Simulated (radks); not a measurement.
Excited configurations of Pt+: one electron is placed in a higher orbital outside [Xe] 4f14 5d8. The ground configuration is [Xe] 4f14 5d9. Method: scalar-relativistic Kohn-Sham, PBE, spin-polarised, spherical densities, finite nucleus; open shells are filled with parallel spins first (spin-orbit coupling, left out, can overturn this in heavy ions); Fermi nuclear charge, rms radius 5.427 fm; computed with a radial shooting solver on a logarithmic mesh with Libxc functionals. Excitation = E - E(ground); binding = E(ion) - E, where the ion is the core of charge +2; n* = 2/sqrt(2 binding) in atomic units, and the quantum defect is n - n*.

| outer orbital | excitation (eV) | binding (eV) | quantum defect | eigenvalue (eV) | <r> (bohr) |
|---|---|---|---|---|---|
| 5f | 15.772 | 3.670 | 1.149 | -2.620 | 8.287 |
| 6s | 0.930 | 18.512 | 4.285 | -14.601 | 2.608 |
| 6p | 7.881 | 11.561 | 3.830 | -8.601 | 3.443 |
| 6d | 13.661 | 5.781 | 2.932 | -4.258 | 5.945 |
| 6f | 16.927 | 2.515 | 1.348 | -1.897 | 14.02 |
| 7s | 12.278 | 7.164 | 4.244 | -5.742 | 6.042 |
| 7p | 13.973 | 5.469 | 3.845 | -4.324 | 7.480 |
| 7d | 15.950 | 3.492 | 3.052 | -2.708 | 11.01 |
| 7f | 17.633 | 1.809 | 1.515 | -1.426 | 21.05 |

The Delta-SCF ionisation energy is 19.442 eV (NIST Atomic Spectra Database: 18.6 eV, measured). Self-interaction in the functional shifts the binding energies and quantum defects, so they are the method's values and not measured ones. Open shells are spherical and high-spin; term and fine-structure splittings are not resolved. Spin-orbit splitting is averaged out at the scalar-relativistic level.
